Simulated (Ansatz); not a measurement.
Program: Ansatz 0.2.0.

Basis-set series for H$_{4}$SSiZn. Charge 0, multiplicity 1. The bonds changed during the relaxation, so this is another structure than the one it started from. All single points use the PBE0-D4/def2-TZVP geometry. It is one conformer, not always the lowest.

Z-matrix (Å, degrees):
```
Si
S 1 2.139
H 1 1.485 2 111.4
H 1 1.482 2 104.8 3 -118.9
H 1 1.484 2 111.4 3 122.0
H 2 1.344 1 94.7 3 -59.9
Zn 3 3.373 1 108.7 2 -29.7
```

```json
{"functional": "PBE0-D4", "basis": "def2-SVP", "functions": "87", "energy (Eh)": "-2468.50603", "HOMO (eV)": "-6.02", "LUMO (eV)": "0.35"}
{"functional": "PBE0-D4", "basis": "def2-QZVPP", "functions": "360", "energy (Eh)": "-2469.07693", "HOMO (eV)": "-6.28", "LUMO (eV)": "-0.62"}
{"functional": "ωB97M-V", "basis": "def2-SVP", "functions": "87", "energy (Eh)": "-2468.86313", "HOMO (eV)": "-8.09", "LUMO (eV)": "2.24"}
{"functional": "ωB97M-V", "basis": "def2-QZVPP", "functions": "360", "energy (Eh)": "-2469.43165", "HOMO (eV)": "-8.37", "LUMO (eV)": "0.57"}
```

(1) Give the rows for def2-TZVPP. (Estimate.)

## Answers

(1) The calculation gave: 
```tsv
functional	basis	functions	energy (Eh)	HOMO (eV)	LUMO (eV)
PBE0-D4	def2-TZVPP	204	-2469.01299	-6.28	-0.50
ωB97M-V	def2-TZVPP	204	-2469.37008	-8.35	0.91
```

Positive LUMOs are unbound and depend on the basis. Scalar relativity is left out up to krypton.
